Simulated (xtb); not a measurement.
xtb input:

```bash
xtb mol.xyz --gfn 1 --sp --chrg 0 --uhf 0
```
mol.xyz:
```
20

C      3.03682374    -0.25154550     0.60297705
C      1.67618112     0.36681161     0.29024307
C      0.83134076    -0.48763576    -0.66273923
Si    -0.84162323     0.26033639    -1.09431991
C     -1.86560903     0.59775954     0.44999780
C     -2.09550279    -0.64278199     1.32228942
H      2.92092918    -1.23356901     1.06793334
H      3.61573034     0.37573954     1.28417897
H      3.62284434    -0.38589701    -0.30927262
H      1.82110733     1.36183085    -0.14238719
H      1.12942238     0.52314847     1.22521502
H      0.66945112    -1.47925720    -0.22608989
H      1.38235639    -0.65987173    -1.59361199
H     -0.63787483     1.53275209    -1.83750439
H     -1.58374374    -0.67562613    -1.98117155
H     -2.82488599     1.02201229     0.13833212
H     -1.36889921     1.38002239     1.03232040
H     -2.71070492    -0.41332188     2.19493679
H     -1.15216257    -1.05429459     1.68770536
H     -2.60024748    -1.43402499     0.76328576
```

Task: Predict the final energy.

Result: -19.98005 Eh (GFN1-xTB).
